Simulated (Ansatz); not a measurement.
(H2Al-mu-PH2)2 (Al2P2H8). Charge 0, multiplicity 1. Geometry PBE0-D4/def2-SVP.

Cartesian coordinates in Å:
```
Al -1.487 1.049 -0.071
H -2.507 0.946 1.146
H -1.658 1.990 -1.342
P -0.810 -1.201 -0.782
Al 1.486 -1.051 0.074
H 2.508 -0.949 -1.141
H 1.655 -1.992 1.346
P 0.810 1.202 0.781
H -1.587 -2.263 -0.258
H -0.921 -1.456 -2.171
H 0.926 1.464 2.168
H 1.586 2.260 0.248
```

LC-ωPBE has ω = 0.4 bohr⁻¹.

Question: Estimate the orbital energies around the gap (eV) in Ansatz with HF/6-31G, PBE-D4/def2-SVP, B97M-V/def2-TZVP, PBE0-D4/def2-TZVP, LC-ωPBE/def2-TZVP.

Answer: 
| orbital | HF/6-31G | PBE-D4/def2-SVP | B97M-V/def2-TZVP | PBE0-D4/def2-TZVP | LC-ωPBE/def2-TZVP |
| --- | --- | --- | --- | --- | --- |
| HOMO−5 | -12.92 | -8.29 | -8.73 | -9.64 | -12.55 |
| HOMO−4 | -11.85 | -7.92 | -8.34 | -9.09 | -11.69 |
| HOMO−3 | -11.63 | -7.07 | -7.51 | -8.37 | -11.20 |
| HOMO−2 | -11.54 | -7.07 | -7.51 | -8.36 | -11.16 |
| HOMO−1 | -10.51 | -6.98 | -7.31 | -8.04 | -10.64 |
| HOMO | -10.00 | -6.36 | -6.74 | -7.46 | -10.03 |
| LUMO | 2.04 | -1.90 | -2.20 | -1.38 | 0.77 |
| LUMO+1 | 2.59 | -1.13 | -1.13 | -0.54 | 1.40 |
| LUMO+2 | 2.89 | -0.87 | -1.07 | -0.24 | 1.86 |
| LUMO+3 | 3.11 | -0.30 | -0.63 | 0.04 | 2.05 |
| LUMO+4 | 3.70 | 0.10 | -0.17 | 0.78 | 3.11 |
| LUMO+5 | 4.93 | 0.68 | 0.38 | 1.21 | 3.12 |
